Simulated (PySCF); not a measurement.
## Shapes and spin states of RuS₃⁻

These are results of PySCF, PBE, basis Ru def2-SVPD with ECP28, S def2-SVPD (scalar-relativistic core potentials, no spin–orbit coupling, density fitting), not measurements.

Relaxations began from a few typed shapes and spin states; open shells are unrestricted. The search is not exhaustive: other isomers or separated fragments can lie lower, and high-lying points may rest on an excited occupation.

(1) Which is the lowest minimum found?
A. doublet C2v: Ru–S 2.108 Å, Ru–S 2.130 Å (×2); S–Ru–S 114.8°, S–Ru–S 122.6° (×2)
B. doublet C2v: Ru–S 2.115 Å (×2), Ru–S 2.138 Å; S–Ru–S 117.1° (×2), S–Ru–S 125.8°
C. quartet D3h: Ru–S 2.157 Å (×3); S–Ru–S 120.0° (×3)

## Answers

(1) A. The others lie at 0.7 (doublet C2v, a saddle point), 28.2 (quartet D3h, a saddle point) kJ/mol above it.

For the lowest minimum: with open d or f shells other occupations or spin states may lie lower.
